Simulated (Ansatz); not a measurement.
`CO[SiH2]S[SiH2]Cl` + `FC(F)(F)[SiH3]` → `FC(F)(F)[SiH2]Cl` + `CO[SiH2]S[SiH3]`  (redistribution)

Program: Ansatz. Geometries: PBE0-D4/def2-TZVP. ΔE: electronic, gas phase. CBS: MP2 limit from def2 TZ/QZ plus the TZ coupled-cluster correction, frozen cores. DFT in def2-TZVPP. B3LYP here is the variant with VWN-RPA as its local correlation; programs differ in this. One conformer a species, not always the lowest.

```json
{"level": "PBE0-D4", "ΔE (kcal/mol)": "1.4"}
{"level": "B2PLYP", "ΔE (kcal/mol)": "1.1"}
{"level": "B3LYP", "ΔE (kcal/mol)": "0.8"}
{"level": "MP2/def2-TZVPP", "ΔE (kcal/mol)": "1.6"}
{"level": "CCSD/def2-TZVPP", "ΔE (kcal/mol)": "1.1"}
{"level": "CCSD(T)/def2-TZVPP", "ΔE (kcal/mol)": "1.3"}
{"level": "MP2/def2-QZVPP", "ΔE (kcal/mol)": "1.7"}
{"level": "SCS-MP2/def2-QZVPP", "ΔE (kcal/mol)": "1.4"}
```

**Question.** What does CCSD(T)/CBS give? (An estimate is asked.)

**Answer.** Ansatz gave: +1.4 kcal/mol. The listed levels differ from it by 0.0, -0.3, -0.6, 0.2, -0.3, -0.1, 0.3, 0.0 kcal/mol.

Largest T1 diagnostic among the species: 0.013.

The D4 term adds +1.1 kcal/mol with B3LYP and +0.7 kcal/mol with PBE0; it sums over pairs of atoms, weighted by their polarisabilities, and B3LYP, whose exchange is more repulsive, gets the larger term. In def2-TZVPP, CCSD(T) changes the Hartree–Fock value by +0.9 kcal/mol (the triples alone add +0.2 kcal/mol) and MP2 by +1.2 kcal/mol.
